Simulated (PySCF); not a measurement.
**Radial density of O³⁺ (oxygen, charge +3)**

UHF, [He] 2s2 2p1, 2P determinant. Calculation: PySCF 2.14, in 6-31G*; no relativity, point nucleus.

```csv
r (bohr),4πr²ρ (e/bohr),4πr²(ρα − ρβ)
0.00364,0.04838,0.0000
0.00612,0.1336,0.0001
0.0103,0.3561,0.0002
0.0173,0.8960,0.0004
0.0291,2.108,0.0011
0.0490,4.346,0.0030
0.0823,7.282,0.0102
0.139,8.542,0.0464
0.233,5.680,0.2036
0.392,2.368,0.5895
0.659,3.010,1.0456
1.11,2.449,0.7099
1.86,0.2943,0.0792
3.14,0.009248,0.0016
```
